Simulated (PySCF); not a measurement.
C₃HF₃, SMILES C#CC(F)(F)F. Atoms are numbered in the order given.

```xyz
7

C      0.0000     0.0000    -2.3375
C      0.0000     0.0000    -1.1304
C      0.0000     0.0000     0.3391
F      1.0829     0.6252     0.8217
F      0.0000    -1.2504     0.8217
F     -1.0829     0.6252     0.8217
H      0.0000     0.0000    -3.4126
```

The structure is a stationary point at B3LYP-D3(BJ)/def2-SVP.

Computed with TDDFT-PBE/def2-SVPD (PySCF 2.14.0).

Vertical excitations; the highest root listed may be one member of a degenerate set. Isolated molecule, no solvent. State labels are in the subgroup Cs.

Computed UV-visible absorptions:
```
state  symmetry  energy (eV)  λ (nm)      f                                                                main pairs
-----  --------  -----------  ------  -----  ------------------------------------------------------------------------
S1           A"         6.53     190  0.000                                        HOMO→LUMO 50 %, HOMO−1→LUMO+1 50 %
S2           A'         6.72     184  0.000                                 HOMO−1→LUMO, HOMO→LUMO+1 (degenerate set)
S3           A"         6.72     184  0.000                                 HOMO−1→LUMO+1, HOMO→LUMO (degenerate set)
S4           A'         8.22     151  0.050                                            HOMO−1→LUMO+2 (degenerate set)
S5           A"         8.22     151  0.050                                              HOMO→LUMO+2 (degenerate set)
S6           A"         8.60     144  0.003                                              HOMO−2→LUMO (degenerate set)
S7           A'         8.60     144  0.003                                            HOMO−2→LUMO+1 (degenerate set)
S8           A"         8.79     141  0.000                                              HOMO→LUMO+3 (degenerate set)
S9           A'         8.79     141  0.000                                            HOMO−1→LUMO+3 (degenerate set)
S10          A'         9.17     135  0.489  HOMO−4→LUMO 28 %, HOMO−5→LUMO+1 28 %, HOMO→LUMO+1 20 %, HOMO−1→LUMO 20 %
T1           A'         5.21     238      0                                        HOMO→LUMO+1 49 %, HOMO−1→LUMO 49 %
T2           A'         5.70     218      0                                 HOMO−1→LUMO, HOMO→LUMO+1 (degenerate set)
T3           A"         5.70     218      0                                 HOMO→LUMO, HOMO−1→LUMO+1 (degenerate set)
T4           A"         6.53     190      0                                        HOMO−1→LUMO+1 50 %, HOMO→LUMO 50 %
```
Triplets are in the Tamm–Dancoff approximation, which puts them higher than full response would, so one can lie above its singlet here.
